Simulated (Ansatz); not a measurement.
Mulliken charges of `F[CH2][AlH][Br]` from r2SCAN/def2-TZVPP in Ansatz (PBE0-D4/def2-TZVP geometry).

```tsv
atom	x (Å)	y (Å)	z (Å)	charge (e)
F1	-0.870	1.547	0.579	-0.243
C2	0.097	0.560	0.736	-0.048
Al3	0.097	-0.766	-0.729	0.541
Br4	-1.387	-0.559	-2.407	-0.230
H5	-0.071	0.069	1.705	0.061
H6	1.076	1.051	0.815	0.061
H7	1.119	-1.969	-0.745	-0.141
```

Question: By hand: the dipole of these point charges (1 e Å = 4.8032 D).

Answer: Σ q r = (0.482, -0.343, 0.242) e Å, of length 0.639 e Å = 3.07 D.

Question: How does the dipole of the full density compare? (Best estimate.)

Answer: Computed: (0.357, -0.186, 0.255) e Å, 2.29 D; the point charges give 1.34 times that, at 12° from its direction.

Point charges leave out the atoms' own dipoles, such as those of lone pairs, and Mulliken's split depends on the basis, so the two needn't agree.
